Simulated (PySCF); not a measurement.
# Excitation energy of Sb⁺ by level of theory

Sb⁺ [Kr] 4d10 5s2 5p2 (3P) → Sb⁺ [Kr] 4d10 5s1 5p2 5d1 (high-spin determinant), as a difference of total energies. Computed with PySCF 2.14 in aug-cc-pwCVDZ-PP with ECP28MDF (6s5p4d1f, 48 functions), with scalar relativity through the core potential. Correlated levels: valence and next inner shell: nothing frozen outside the core potential. The calculations carry no spin-orbit coupling.

```csv
method,excitation energy (cm⁻¹)
UHF,117780
MP2 (valence and next inner shell),131880
SCS-MP2 (valence and next inner shell),132400
CCSD (valence and next inner shell),129430
CCSD(T) (valence and next inner shell),128920
```

The promoted electron is Rydberg-like, and one or two diffuse shells describe it only roughly, which tends to raise the upper state.

The coupled-cluster amplitudes are large for the upper state (T1 above 0.03 or a double amplitude above 0.15), so a single reference is strained.

The determinant of the upper state mixes LS terms, which raises its energy above the lowest term, most at the Hartree-Fock and MP2 levels.
